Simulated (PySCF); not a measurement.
C$_{2}$H$_{4}$N$_{2}$, SMILES `C(N)#CN`, neutral singlet in the gas phase. 

Cartesian coordinates (Å):
```xyz
8

N      1.8902     0.1519     0.4584
C      0.5894     0.0682     0.1295
C     -0.5947     0.0349    -0.1181
N     -1.9008     0.0565    -0.4353
H      2.3168    -0.6870     0.8250
H      2.4881     0.6340    -0.1977
H     -2.5370     0.3218     0.3032
H     -2.2448    -0.7212    -0.9802
```
Charge 0, spin multiplicity 1.

All levels are single points at this geometry (r2SCAN-D4/def2-TZVP); Pople sets use spherical d functions. Orbital energies aren't observables, and empty levels follow the basis.

M06-2X/6-31G* in PySCF gives dipole (D) = 1.52.

Problem. Estimate the dipole (D) from each of these levels: r2SCAN-D4/def2-TZVP in PySCF; B3LYP/3-21G in PySCF; B3LYP/6-311+G** in PySCF; BP86/6-31G* in PySCF; HF/3-21G in PySCF.

Solution. 
| level | dipole (D) |
|---|---|
| r2SCAN-D4/def2-TZVP in PySCF | 1.30 |
| B3LYP/3-21G in PySCF | 1.68 |
| B3LYP/6-311+G** in PySCF | 1.36 |
| BP86/6-31G* in PySCF | 1.46 |
| HF/3-21G in PySCF | 1.85 |
